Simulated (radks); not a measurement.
Values are calculated unless marked as measured or tabulated.
Task: H I, configuration 1s1. Level of theory: non-relativistic Kohn-Sham, PBE, spin-polarised, spherical densities, point nucleus; open shells are filled with parallel spins first; hard spherical wall at 7 bohr (a radial shooting solver on a logarithmic mesh with Libxc functionals). Some entries of the table are withheld. Estimate them.

| orbital | occ. | eigenvalue (Ry) | <r> (bohr) | r(max) (bohr) |
|---|---|---|---|---|
| 1s up | 1 | -0.55553 | (1) | 0.9831 |
| 2p up | 0 | 0.18717 | 3.696 | 3.696 |
| 2s up | 0 | 0.23217 | (2) | (3) |

Result: 
(1) 1s up <r> (bohr): 1.530
(2) 2s up <r> (bohr): 3.918
(3) 2s up r(max) (bohr): 4.308
